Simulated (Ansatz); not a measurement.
H8Si4, SMILES `[SiH2]=[SiH][SiH2][SiH3]` (Si–Si–Si–Si torsion 96°) (charge 0, multiplicity 1).

These are B3LYP/cc-pVTZ // PBE0-D3(BJ)/def2-TZVP (Ansatz, an electronic-structure program) values and carry that method's errors.

Ansatz 0.2 input:
```yaml
crystal:
  periodic: [false, false, false]
  atoms:
    - { symbol: Si, position_ang: [-2.740559, -0.125062, -0.884882] }
    - { symbol: Si, position_ang: [-0.922615, -1.205868, -0.515695] }
    - { symbol: Si, position_ang: [0.507572, -0.39254, 1.111305] }
    - { symbol: Si, position_ang: [2.164483, 0.929097, 0.122252] }
    - { symbol: H, position_ang: [-3.684118, -0.457653, -1.978589] }
    - { symbol: H, position_ang: [-3.361246, 0.669281, 0.200537] }
    - { symbol: H, position_ang: [-0.332079, -1.956053, -1.653401] }
    - { symbol: H, position_ang: [-0.317988, 0.413807, 2.051365] }
    - { symbol: H, position_ang: [1.127986, -1.517824, 1.865468] }
    - { symbol: H, position_ang: [3.179618, 1.375028, 1.116143] }
    - { symbol: H, position_ang: [1.529302, 2.123464, -0.494429] }
    - { symbol: H, position_ang: [2.849645, 0.144323, -0.940072] }
basis:
  gaussian: { orbitals: cc-pVTZ }
hamiltonian:
  xc: b3lyp
```

Output:

```
Functional definition: B3LYP
1616 factors; their error is unknown
mean field evaluation 1: about -31641.6533 eV, gradient 1.6e1 eV
mean field evaluation 2: about -31642.4442 eV, gradient 8.3e0 eV
mean field evaluation 4: about -31642.6905 eV, gradient 1.8e0 eV
mean field evaluation 8: about -31642.7032 eV, gradient 8.8e-2 eV
mean field evaluation 16: about -31642.7863 eV, gradient 2.2e-5 eV
mean field -31642.78631173 eV, -1162.8509487050 hartree, gradient 2.2e-5 eV, S^2 0.000000; 0 other end points of the search recorded, 0 dependent functions left out
reference -31642.78665516 eV, -1162.8509613260 hartree; 32, 32 occupied and 216, 216 virtual orbitals, 1616 factors
Total energy: -31642.78665516 eV, -1162.8509613260 hartree
```
